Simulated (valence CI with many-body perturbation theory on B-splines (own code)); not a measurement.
Ir LXIII: calculated level list

Level of theory: valence CI with perturbative core correlation (CI+MBPT): five valence electrons over a frozen Dirac-Fock core [Ne], radial functions for each j: 9 s, 9 p, 8 d, 6 f, 3 g, 1 h, with the one-electron correlation potential Σ1, the two-electron term Σ2, the three-electron term Σ3, Breit, model QED; selected CI, second order for the rest, scaled by the run's own slope (own B-spline code, finite nucleus).

The last digits are not significant, and no measured levels were compared; by estimate large intervals hold to a few tenths of a per cent, small ones and those within an open d or f shell to about a per cent. Among the levels kept, up to 1100 cm⁻¹ of a level comes from second order outside the variational space, and about a tenth of that is noise between levels of different J, which matters for small intervals.

Levels 1 to 33 of 33, with energies above the lowest level, (3s^2 3p1/2^2 3p3/2) J=3/2. "Leading %" is the weight of the configuration and term that name the level; weights of strongly mixed levels are sums over their largest components and can fall short, so below about 35 % the name and the second component can differ from the true leading terms, or belong to a minority configuration. In the jj column 3d3/2^4 stands for four electrons in 3d with j = 3/2. Lifetimes count E1, E2, E3, M1 and M2 decay at the calculated energies, and are blank where another channel may lead or the interval is too uncertain; long ones can be off by a factor of two.

| No. | Configuration | Term | J | E (× 10³ cm⁻¹) | Leading % | Lifetime | Second component | Leading jj |
| --- | --- | --- | --- | --- | --- | --- | --- | --- |
| 1 | 3s2 3p3 | 2P° | 3/2 | 0.00 | 48 |  | 27 % 3s2 3p3 2D° | 3s^2 3p1/2^2 3p3/2 (100 %) |
| 2 | 3s2 3p2 3d | 2D | 3/2 | 1949.8 | 41 | 71.1 ps | 34 % 3s2 3p2 3d 4F | 3s^2 3p1/2^2 3d3/2 (99 %) |
| 3 | 3s2 3p2 3d | 2D | 5/2 | 2852.5 | 34 | 3.39 ps | 20 % 3s2 3p2 3d 4D | 3s^2 3p1/2^2 3d5/2 (99 %) |
| 4 | 3s2 3p3 | 4S° | 3/2 | 3351.3 | 55 | 1.45 ns | 44 % 3s2 3p3 2D° | 3s^2 3p1/2 3p3/2^2 (99 %) |
| 5 | 3s2 3p3 | 2D° | 5/2 | 3450.4 | 99 | 3.45 ns |  | 3s^2 3p1/2 3p3/2^2 (99 %) |
| 6 | 3s2 3p3 | 2P° | 1/2 | 3581.2 | 99 | 2.48 ns |  | 3s^2 3p1/2 3p3/2^2 (99 %) |
| 7 | 3s 3p4 | 4P | 5/2 | 4851.5 | 66 | 2.10 ps | 28 % 3s 3p4 2D | 3s 3p1/2^2 3p3/2^2 (93 %) |
| 8 | 3s 3p4 | 2P | 3/2 | 5099.4 | 32 | 840 fs | 23 % 3s 3p4 2D | 3s 3p1/2^2 3p3/2^2 (66 %) |
| 9 | 3s 3p4 | 2S | 1/2 | 5120.4 | 54 | 1.07 ps | 23 % 3s 3p4 4P | 3s 3p1/2^2 3p3/2^2 (84 %) |
| 10 | 3s2 3p2 3d | 4F | 5/2 | 5277.8 | 47 | 99.8 ps | 45 % 3s2 3p2 3d 2F | 3s^2 3p1/2 3p3/2 3d3/2 (98 %) |
| 11 | 3s2 3p2 3d | 4D | 1/2 | 5306.6 | 79 | 78.0 ps | 14 % 3s2 3p2 3d 2P | 3s^2 3p1/2 3p3/2 3d3/2 (99 %) |
| 12 | 3s2 3p2 3d | 4F | 3/2 | 5310.1 | 32 | 2.50 ps | 28 % 3s2 3p2 3d 4D | 3s^2 3p1/2 3p3/2 3d3/2 (91 %) |
| 13 | 3s2 3p2 3d | 2G | 7/2 | 5381.8 | 53 | 613 ps | 26 % 3s2 3p2 3d 2F | 3s^2 3p1/2 3p3/2 3d3/2 (98 %) |
| 14 | 3s2 3p2 3d | 2D | 5/2 | 5635.7 | 36 | 235 fs | 24 % 3s2 3p2 3d 2F | 3s^2 3p1/2 3p3/2 3d3/2 (94 %) |
| 15 | 3s2 3p2 3d | 2P | 1/2 | 5726.1 | 38 | 173 fs | 30 % 3s2 3p2 3d 4P | 3s^2 3p1/2 3p3/2 3d3/2 (87 %) |
| 16 | 3s2 3p2 3d | 2D | 3/2 | 5735.1 | 26 | 120 fs | 21 % 3s2 3p2 3d 4P | 3s^2 3p1/2 3p3/2 3d3/2 (75 %) |
| 17 | 3s2 3p2 3d | 4D | 7/2 | 6068.8 | 48 | 614 ps | 37 % 3s2 3p2 3d 4F | 3s^2 3p1/2 3p3/2 3d5/2 (100 %) |
| 18 | 3s2 3p2 3d | 2G | 9/2 | 6177.8 | 63 | 76.0 ns | 36 % 3s2 3p2 3d 4F | 3s^2 3p1/2 3p3/2 3d5/2 (99 %) |
| 19 | 3s2 3p2 3d | 2P | 3/2 | 6178.4 | 46 | 3.87 ps | 23 % 3s2 3p2 3d 4P | 3s^2 3p1/2 3p3/2 3d5/2 (97 %) |
| 20 | 3s2 3p2 3d | 2F | 5/2 | 6207.6 | 38 | 4.70 ps | 24 % 3s2 3p2 3d 2D | 3s^2 3p1/2 3p3/2 3d5/2 (98 %) |
| 21 | 3s2 3p2 3d | 2D | 5/2 | 6372.4 | 41 | 1.18 ps | 36 % 3s2 3p2 3d 4P | 3s^2 3p1/2 3p3/2 3d5/2 (95 %) |
| 22 | 3s2 3p2 3d | 2F | 7/2 | 6387.1 | 64 | 1.73 ps | 17 % 3s2 3p2 3d 4F | 3s^2 3p1/2 3p3/2 3d5/2 (97 %) |
| 23 | 3s2 3p2 3d | 2D | 3/2 | 6460.8 | 60 | 2.28 ps | 22 % 3s2 3p2 3d 2P | 3s^2 3p1/2 3p3/2 3d5/2 (98 %) |
| 24 | 3s2 3p2 3d | 2P | 1/2 | 6492.7 | 55 | 1.62 ps | 37 % 3s2 3p2 3d 2S | 3s^2 3p1/2 3p3/2 3d5/2 (96 %) |
| 25 | 3s 3p3 3d | 4D° | 5/2 | 6766.9 | 29 | 20.2 ps | 18 % 3s 3p3 3d 6D° | 3s 3p1/2^2 3p3/2 3d3/2 (96 %) |
| 26 | 3s 3p3 3d | 4D° | 3/2 | 6784.6 | 27 | 8.11 ps | 22 % 3s 3p3 3d 6D° | 3s 3p1/2^2 3p3/2 3d3/2 (96 %) |
| 27 | 3s 3p3 3d | 4P° | 1/2 | 6804.7 | 46 | 20.4 ps | 28 % 3s 3p3 3d 6D° | 3s 3p1/2^2 3p3/2 3d3/2 (97 %) |
| 28 | 3s 3p3 3d | 4F° | 7/2 | 6858.9 | 23 | 18.9 ps | 18 % 3s 3p3 3d 2F° | 3s 3p1/2^2 3p3/2 3d3/2 (95 %) |
| 29 | 3s2 3p3 | 2P° | 3/2 | 6944.2 | 47 | 17.5 ps | 26 % 3s2 3p3 2D° | 3s^2 3p3/2^3 (92 %) |
| 30 | 3s 3p3 3d | 2D° | 3/2 | 7017.3 | 19 | 1.17 ps | 10 % 3s 3p3 3d 4D° | 3s 3p1/2^2 3p3/2 3d3/2 (78 %) |
| 31 | 3s 3p3 3d | 2F° | 5/2 | 7100.8 | 20 | 650 fs | 19 % 3s 3p3 3d 4G° | 3s 3p1/2^2 3p3/2 3d3/2 (75 %) |
| 32 | 3s 3p3 3d | 4D° | 1/2 | 7140.9 | 42 | 534 fs | 25 % 3s 3p3 3d 2P° | 3s 3p1/2^2 3p3/2 3d3/2 (87 %) |
| 33 | 3s2 3p 3d2 | 4G° | 5/2 | 7352.1 | 40 | 342 fs | 27 % 3s2 3p 3d2 2F° | 3s^2 3p1/2 3d3/2^2 (75 %) |

The ionisation energy to 3s2 3p2 3P_0 of the next ion comes out as 6711.2 eV (NIST: 6708 ± 15 eV (theoretical)). All 33 levels together are meant to be complete up to 7384.8 × 10³ cm⁻¹.
